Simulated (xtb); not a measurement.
formamidinium (CH₅N₂), SMILES NC=[NH2+], charge +1. All values are semi-empirical tight-binding results from xtb (GFN2-xTB unless named), good for trends rather than for accurate numbers. Coordinates come from a GFN2-xTB optimisation. The values are those of a single conformer.

Optimised geometry:

```xyz
8

N      0.0000     1.1526    -0.1739
C      0.0000     0.0000     0.4327
N      0.0000    -1.1526    -0.1739
H      0.0000     1.2236    -1.1852
H      0.0000     2.0203     0.3448
H      0.0000     0.0000     1.5193
H      0.0000    -1.2236    -1.1852
H      0.0000    -2.0203     0.3448
```
Charge +1, spin multiplicity 1.

```yaml
point_group_as_xtb_finds_it: C2v
orbital_gap: 5.33 eV
zero_point_energy: 42.8 kcal/mol
G − E(el) at 298.15 K (modified RRHO): 27.8 kcal/mol
static polarisability (D4 model): 30.5 bohr³
solvation energy, GFN2-xTB/ALPB(water): -68.5 kcal/mol
solvation energy, GFN2-xTB/ALPB(toluene): -51.9 kcal/mol
```

Computed IR lines (harmonic; lines under 4 % of the strongest left out, lines within 3 cm⁻¹ merged):
ν (cm⁻¹): 682 (vs), 999 (w), 1068 (w), 1400 (w), 1476 (w), 1706 (vs), 3382 (m), 3398 (w), 3445 (m), 3452 (m) (against the strongest line: vs over 80 %, s over 45 %, m over 15 %, w over 4 %, vw less)

Computed atomic charges and the Wiberg bond orders between heavy atoms:
charges (e) N1 -0.15, C2 0.15, N3 -0.15, H4 0.25, H5 0.26, H6 0.15, H7 0.25, H8 0.26. Bond orders N1–C2 1.50, C2–N3 1.50.
